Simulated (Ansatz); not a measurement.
Ansatz results at the PBE0-D4/def2-TZVP geometry: size of the dipole moment (PBE/def2-TZVPP) 2.83 D; size of the dipole moment (ωB97M-V/def2-TZVPP) 2.98 D; size of the dipole moment (B3LYP/def2-TZVPP) 2.94 D.

Each molecule was computed in one conformer, which needn't be the lowest.

Which molecule gave them?
A. `O[Si](F)O[SiH3]`•
B. `[SH][Sn]([SH])[SH]`•
C. `O[Si](O)(F)[SiH2]`•
D. `O[SiH][SiH](O)F`•

D. The others give `[SH][Sn]([SH])[SH]`•: 0.09, 0.35, 0.25; `O[Si](O)(F)[SiH2]`•: 1.46, 1.53, 1.49; `O[Si](F)O[SiH3]`•: 0.91, 1.03, 1.00.

B3LYP here is the variant with VWN-RPA as its local correlation; programs differ in this.
